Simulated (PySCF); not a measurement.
# GeBr2: from structure and modes to constants

All numbers come from PBE/[Ge def2-SVP, Br def2-SVP], no relativity, density fitting, PySCF.

The singlet minimum has C2v symmetry. Masses (u): Ge 73.92118, Br 78.91834.

```xyz
3
charge 0 multiplicity 1, angstrom
Ge    0.0000    0.0000   -1.0175
Br    1.8398    0.0000    0.4765
Br   -1.8398    0.0000    0.4765
```

Harmonic wavenumbers (cm⁻¹): 96.2 (a1, ×1), 276.5 (b2, ×1), 280.8 (a1, ×1).

Task: Find the principal moments of inertia and the rotational constants. What kind of rotor is it?

Result: About the centre of mass I = 112.38, 534.24, 646.61 u Å². With B = 16.8576/I this gives 0.15, 0.03155, 0.02607 cm⁻¹. The molecule is an asymmetric top with κ = -0.91.

Task: Find the vibrational entropy and heat capacity at 298.15 K.

Result: With u = 1.43878 ω/T, each mode gives S = R[u/(eᵘ−1) − ln(1−e⁻ᵘ)] and C = R u² eᵘ/(eᵘ−1)².
```
ω (cm⁻¹)      u  S (J/(mol K))  C (J/(mol K))
    96.2  0.464          14.77           8.17
   276.5  1.334           6.51           7.18
   280.8  1.355           6.40           7.15
```
The sums over all modes are S = 27.7 and C = 22.5 J/(mol K); the softest mode gives 53 % of the entropy.
